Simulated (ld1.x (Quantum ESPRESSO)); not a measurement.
**What the settings do to the RRKJ potential of vanadium (V)**

Base potential:

```
Element                 : V (Z = 23)
Generator               : ld1.x (Quantum ESPRESSO) 7.5
Type                    : norm-conserving RRKJ (Kleinman–Bylander form)
Functional              : LDA (PZ)
Relativity              : fully relativistic
Frozen core             : [Ne]
Valence charge          : 13
Reference configuration : 3s2 3p6 3d3 4s0 4p0 (charge +2)
Partial waves           : 3s (bound): rc 1.35 bohr; 3p (bound): rc 1.65 bohr; 3d (bound): rc 1.55 bohr
Local potential         : the d channel
Core correction         : Bessel-smoothed model core, default radius (core density twice the valence density)
```

Open shells are filled in proportion to 2j + 1 (rel_dist='average').

All-electron outer shells of the reference configuration (LDA (PZ), scalar-relativistic, ld1.x):

```csv
shell,level (eV),outermost node (bohr),outermost maximum (bohr)
2p,-519.37,–,0.21
3s,-86.45,0.38,0.82
3p,-60.57,0.35,0.84
3d,-21.59,–,0.88
4s,-17.89,1.16,2.43
4p,-12.94,1.27,2.86
```

Cutoffs, loose and tight: the cutoffs (Ry, on a coarse ladder) from which the occupation-weighted sum of valence levels, in a spherical-Bessel basis at the reference potential, stays within 10 and 1 mRy of its value at 400 Ry. They do not see the model core or the augmentation charge, which bear on the density cutoff. Test errors are all-electron minus pseudo excitation energies from the reference, over the configurations 3s2 3p6 3d3 4s2 4p0; 3s2 3p6 3d3 4s1 4p0; 3s2 3p6 3d2 4s0 4p0; 3s2 3p6 3d3 4s0 4p2; 3s2 3p6 3d2 4s2 4p1; 3s2 3p5 3d3 4s2 4p0; 3s2 3p6 3d2 4s2 4p0. A dash means not determined; rows that change the core or the reference have their own tests.

Cutoffs are not given where the Bessel-basis levels miss the radial ones by over 6 mRy, ghosts where they miss by over 20 mRy; a channel whose overlap is not positive is not tested.

The default core radius of the base comes out at 0.48 bohr.

On the changes marked as counting shells twice: ld1.x takes every shell without a wave as core, so the model core holds the marked electrons as well and exchange and correlation see them twice. This cancels in the reference configuration, but the file is broken for other ones, and its errors say nothing about a proper core correction.

A file whose overlap is not positive is unfit for use, and its test errors describe a broken file.

| change | outcome | cutoff, loose | cutoff, tight | bound ghosts | largest test error (meV) |
| --- | --- | --- | --- | --- | --- |
| base | generated | 90 Ry | 100 Ry | none | +452 |
| scalar-relativistic | generated | 90 Ry | 100 Ry | none | +442 |
| core correction Bessel-smoothed model core inside 1.22 bohr | generated | 90 Ry | 100 Ry | none | +474 |
| type ultrasoft; waves now 3s (bound): rcut 1.25, rcutus 1.35 bohr; 4s (bound): rcut 1.25, rcutus 1.35 bohr; 3p (bound): rcut 1.45, rcutus 1.65 bohr; 4p (bound): rcut 1.45, rcutus 1.65 bohr; 3d (bound): rcut 1.35, rcutus 1.55 bohr; 3d channel at 2.3 Ry: rcut 1.35, rcutus 1.55 bohr; local potential all-electron potential smoothed inside 1.40 bohr (lloc = -1); augmentation PSQ, inside the norm-conserving radii | generated, overlap not positive | – | – | not determined (overlap not positive) | -343 |
| all radii but the core radius scaled by about 0.91 (s 1.24, p 1.50, d 1.42 bohr) | generated | – | – | none | +214 |
| wave 3s (bound): rc 1.35 bohr becomes 3s (bound): rc 1.24 bohr | generated | 90 Ry | 110 Ry | none | -138 |
| wave 3p (bound): rc 1.65 bohr becomes 3p (bound): rc 1.20 bohr | generated | – | – | none | +440 |
| wave 3d (bound): rc 1.55 bohr becomes 3d (bound): rc 2.40 bohr | generated | 55 Ry | 90 Ry | none | +1127 |
| reference 3s2 3p6 3d3 4s1 4p1 (4p, 4s counted twice) | generated | 90 Ry | 100 Ry | none | -1025 |
| core correction Bessel-smoothed model core inside 1.32 bohr | generated | 90 Ry | 100 Ry | none | +474 |

Question: What comes out with this change to the base: local potential all-electron potential smoothed inside 1.15 bohr (lloc = -1)?

Answer: outcome: generated; cutoff, loose: 70 Ry; cutoff, tight: 90 Ry; bound ghosts: none; largest test error (meV): +426.
